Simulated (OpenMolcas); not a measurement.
**Pt I: effect of the active space**

```
Program             : OpenMolcas
Method              : SS-CASPT2 or its RAS form, IPEA 0.25 Eh, imaginary shift 0.1 Eh
Basis               : ANO-RCC-VTZP
Scalar Hamiltonian  : DKH2, point nucleus
Spin-orbit coupling : RASSI with atomic mean-field integrals over the reference wave functions, term energies averaged over their components
```

A. 10 electrons in 6 orbitals (5d 6s); 2S+1 = 3 even, 15 roots; 2S+1 = 1 even, 20 roots; closed shells correlated: 5s 5p; CASPT2 step about 11 core-seconds
B. 10 electrons in 9 orbitals (RAS2 5d 6s; RAS3 6p, at most 2 electrons); 2S+1 = 3 even, 15 roots; 2S+1 = 1 even, 20 roots kept (CI in the orbitals of an earlier block); 2S+1 = 3 odd, 3 roots; 2S+1 = 5 odd, 5 roots kept (CI in the orbitals of an earlier block); 2S+1 = 1 odd, 5 roots kept (CI in the orbitals of an earlier block, 0 in the spin-orbit step); closed shells correlated: 5s 5p; CASPT2 step about 40 core-seconds
C. 10 electrons in 11 orbitals (5d 6s 6d); 2S+1 = 3 even, 15 roots; 2S+1 = 1 even, 11 roots kept (CI in the orbitals of an earlier block); closed shells correlated: 5s 5p; CASPT2 step of the order of 70 core-minutes

Energies in cm-1 above 5d9 6s 3D3, the measured ground level; measured values from NIST Handbook of Basic Atomic Spectroscopic Data.

```
            Level      A      B      C  Measured
      5d8 6s2 3F4  -2310   -384    970       824
5d9 6s 1D2 [60 %]   -624   29.3    480       776
       5d9 6s 3D3    0.0    0.0    0.0       0.0
         5d10 1S0   5690   4570   7490      6140
      5d8 6s2 3F3   6960   8860   9610     10117
       5d9 6s 3D1  10530  10430  10330     10132
```

A puts 5d8 6s2 3F4 lowest. B puts 5d8 6s2 3F4 lowest.

Deviations, from unrounded energies. A percentage is the sum of absolute deviations over the sum of measured energies, with the sign that they share, or ± where signs differ.

| Against measurement | Levels | A | B | C |
| --- | --- | --- | --- | --- |
| mean absolute deviation (cm-1) | 5 | 1700 | 1000 | 500 |
| fine structure of the ground term (%) | 1 | +3.9 | +3.0 | +2.0 |
| other terms of the ground configuration (%) | 1 | -180.5 | -96.2 | -38.1 |
| other configurations (%) | 3 | -39.4 | -23.6 | ±11.7 |

C lies closest to measurement on these levels and A furthest from it. The largest miss of C in the table is 5d10 1S0, by +1300 cm-1. The ranking rests on the paired levels alone, and a cruder setting can come out closer through cancelling errors.

Among A to C the level of the table that moves most is 5d8 6s2 3F4, by 3300 cm-1 (lowest in A, highest in C). Moves below CASPT2's spread within the term are not significant.

Term energies are means over components that CASPT2 splits; among the terms shown or strongly mixed into the levels shown the widest spread is 520 cm-1 (5d8 6s2 3F, B). Over all roots computed the reference weight is 0.83 to 0.88 in A, 0.83 to 0.90 in B; the roots of lowest weight are the least certain, and an intruder state may touch them. The lowest computed level is not the ground level that NIST lists (3D3) (holds for A; B). Configurations are named by rounded mean occupations; where the s occupation lies near a half they are strongly mixed, a name can repeat and a true partner stay unpaired (holds for A; B). A single d shell beside an s shell can misplace configurations of different d count against each other (holds for A; B). The lowest spin-free term belongs to 5d9 6s, not to the configuration of the lowest level (holds for A; B). Some high roots are left out of the spin-orbit mixing, which shifts the levels that they would mix with (holds for B). Terms from blocks run as CI alone lack orbitals of their own (holds for B; C). Active for correlation alone: 6d; no level in the range computed is led by a configuration that fills it, so any true level of that kind is missing (holds for C). Measured partners are found by configuration, term and J. A level has none where our copy of the source lacks it or the pairing is in doubt (some pairs that miss far off the trend of their configuration count as doubtful), and it then counts in no deviation. Only configurations of the active space appear. The table leaves out levels that lie high or whose names do not pair safely across all columns.

A share in square brackets marks a mixed level and gives the weight of the term that names it, the lowest over the columns.
